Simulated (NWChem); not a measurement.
System: CH3Mg cation; SMILES [CH3][Mg+]

NWChem input:

```
start job
memory heap 200 mb stack 900 mb global 1100 mb
charge 1
geometry units angstroms noautosym nocenter noautoz
  Mg     0.000000     0.000000    -0.949386
  C      0.000000     0.000000     1.148808
  H      0.740484     0.740484     1.458086
  H      0.271036    -1.011520     1.458086
  H     -1.011520     0.271036     1.458086
end
basis spherical
  Mg library def2-svpd
  C library def2-svpd
  H library def2-svpd
end
dft
  xc xpbe96 cpbe96
  iterations 150
end
tddft
  cis
  nroots 8
  notriplet
end
task tddft energy
```

NWChem printed, in part:

```
             Northwest Computational Chemistry Package (NWChem) 7.3.0
             --------------------------------------------------------

                             Geometry "geometry" -> ""
                             -------------------------

 Output coordinates in angstroms (scale by  1.889725989 to convert to a.u.)

  No.       Tag          Charge          X              Y              Z
 ---- ---------------- ---------- -------------- -------------- --------------
    1 Mg                  12.0000     0.00000000     0.00000000    -0.94938600
    2 C                    6.0000     0.00000000     0.00000000     1.14880800
    3 H                    1.0000     0.74048400     0.74048400     1.45808600
    4 H                    1.0000     0.27103600    -1.01152000     1.45808600
    5 H                    1.0000    -1.01152000     0.27103600     1.45808600

 Effective nuclear repulsion energy (a.u.)      35.0137093203

  pbe96 is a nonlocal functional; adding pw91lda local functional.

                                 NWChem DFT Module
                                 -----------------

 Summary of "ao basis" -> "ao basis" (spherical)
 ------------------------------------------------------------------------------
       Tag                 Description            Shells   Functions and Types
 ---------------- ------------------------------  ------  ---------------------
 Mg                        def2-svpd                 9       21   4s4p1d
 C                         def2-svpd                 8       20   4s2p2d
 H                         def2-svpd                 4        8   2s2p

            General Information
            -------------------
          SCF calculation type: DFT
          Wavefunction type:  closed shell.
          No. of atoms     :     5
          No. of electrons :    20
           Alpha electrons :    10
            Beta electrons :    10
          Charge           :     1
          Spin multiplicity:     1
          Use of symmetry is: off; symmetry adaption is: off
          Maximum number of iterations: 150
          AO basis - number of functions:    65
                     number of shells:    29
          Convergence on energy requested:  1.00D-06
          Convergence on density requested:  1.00D-05
          Convergence on gradient requested:  5.00D-04

              XC Information
              --------------
          PerdewBurkeErnzerhof Exchange Functional  1.000
            Perdew 1991 LDA Correlation Functional  1.000 local
           PerdewBurkeErnz. Correlation Functional  1.000 non-local

             Grid Information
             ----------------
          Grid used for XC integration:  medium
          Radial quadrature: Mura-Knowles
          Angular quadrature: Lebedev.
          Tag              B.-S. Rad. Rad. Pts. Rad. Cut. Ang. Pts.
          ---              ---------- --------- --------- ---------
          Mg                  1.50       88          11.0       590
          C                   0.70       49          11.0       434
          H                   0.35       45          11.0       434
          Grid pruning is: on
          Number of quadrature shells:   272
          Spatial weights used:  Erf1

      Superposition of Atomic Density Guess
      -------------------------------------

 Sum of atomic energies:        -238.65774218

 Renormalizing density from      21.00 to     20

      Non-variational initial energy
      ------------------------------

 Total energy =    -231.925999
 1-e energy   =    -381.086729
 2-e energy   =     114.147021
 HOMO         =      -0.706744
 LUMO         =      -0.423401

[...]

                                NWChem TDDFT Module
                                -------------------

            General Information
            -------------------
           No. of orbitals :     130
            Alpha orbitals :      65
             Beta orbitals :      65
        Alpha frozen cores :       0
         Beta frozen cores :       0
     Alpha frozen virtuals :       0
      Beta frozen virtuals :       0
         Spin multiplicity :       1
    Number of AO functions :      65
        Use of symmetry is : off
      Symmetry adaption is : off
         Schwarz screening :  0.10D-07

              XC Information
              --------------
   PerdewBurkeErnzerhof Exchange Functional   1.00
     Perdew 1991 LDA Correlation Functional   1.00 local
    PerdewBurkeErnz. Correlation Functional   1.00 non-local

             TDDFT Information
             -----------------
          Calculation type : Tamm-Dancoff TDDFT
         Wavefunction type : Restricted singlets
          No. of electrons :      20
           Alpha electrons :      10
            Beta electrons :      10
              No. of roots :       8
          Max subspacesize :    5600
            Max iterations :     100
               Target root :       1
           Target symmetry : none
      Symmetry restriction : off
                 Algorithm : Optimal
        Davidson threshold :  0.10D-03

    8 smallest eigenvalue differences (eV)
--------------------------------------------------------
  No. Spin  Occ  Vir  Irrep   E(Occ)    E(Vir)   E(Diff)
--------------------------------------------------------
    1    1   10   11 a        -0.445    -0.340     2.874
    2    1    9   11 a        -0.540    -0.340     5.459
    3    1    8   11 a        -0.540    -0.340     5.459
    4    1   10   12 a        -0.445    -0.233     5.779
    5    1   10   13 a        -0.445    -0.233     5.779
    6    1   10   14 a        -0.445    -0.164     7.642
    7    1    9   12 a        -0.540    -0.233     8.364
    8    1    8   12 a        -0.540    -0.233     8.364
--------------------------------------------------------

  Entering Davidson iterations
  Restricted singlet excited states

  Iter   NTrls   NConv    DeltaV     DeltaE      Time
  ----  ------  ------  ---------  ---------  ---------
    1      8       0     0.14E+00   0.10+100        1.2
    2     16       0     0.17E-01   0.23E-01        1.2
    3     24       1     0.25E-02   0.32E-03        1.2
    4     31       7     0.31E-03   0.10E-04        1.1
    5     32       8     0.43E-04   0.11E-06        0.5
  ----  ------  ------  ---------  ---------  ---------
  Convergence criterion met

  Ground state a        -239.419200217507 a.u.

  ----------------------------------------------------------------------------
  Root   1 singlet a              0.182883141 a.u.                4.9765 eV
  ----------------------------------------------------------------------------
     Transition Moments    X  0.00001   Y  0.00001   Z  2.38846
     Dipole Oscillator Strength                    0.6955351950
     Electric Quadrupole                           0.0000000668
     Magnetic Dipole                               0.0000000000
     Total Oscillator Strength                     0.6955352618

     Occ.    8  a   ---  Virt.   13  a       -0.11586
     Occ.    8  a   ---  Virt.   22  a        0.05508
     Occ.    9  a   ---  Virt.   12  a       -0.11586
     Occ.    9  a   ---  Virt.   21  a        0.05508
     Occ.   10  a   ---  Virt.   11  a        0.94867
     Occ.   10  a   ---  Virt.   14  a       -0.13772
     Occ.   10  a   ---  Virt.   15  a       -0.14455
     Occ.   10  a   ---  Virt.   18  a        0.10018
  ----------------------------------------------------------------------------
  Root   2 singlet a              0.205574583 a.u.                5.5940 eV
  ----------------------------------------------------------------------------
     Transition Moments    X  0.16172   Y -0.16170   Z  0.00000
     Dipole Oscillator Strength                    0.0071677719
     Electric Quadrupole                           0.0000000037
     Magnetic Dipole                               0.0000003746
     Total Oscillator Strength                     0.0071681503

     Occ.    9  a   ---  Virt.   11  a       -0.99827
  ----------------------------------------------------------------------------
  Root   3 singlet a              0.205574627 a.u.                5.5940 eV
  ----------------------------------------------------------------------------
     Transition Moments    X  0.16170   Y  0.16171   Z -0.00001
     Dipole Oscillator Strength                    0.0071671186
     Electric Quadrupole                           0.0000000037
     Magnetic Dipole                               0.0000003747
     Total Oscillator Strength                     0.0071674970

     Occ.    8  a   ---  Virt.   11  a       -0.99827
  ----------------------------------------------------------------------------
  Root   4 singlet a              0.224861286 a.u.                6.1188 eV
  ----------------------------------------------------------------------------
     Transition Moments    X  0.93626   Y -0.93641   Z  0.00000
     Dipole Oscillator Strength                    0.2628553046
     Electric Quadrupole                           0.0000004534
     Magnetic Dipole                               0.0000001439
     Total Oscillator Strength                     0.2628559019

[...]
```

Level: PBE/def2-SVPD, TDA. Geometry: optimised at B3LYP/6-31G* (spherical d).
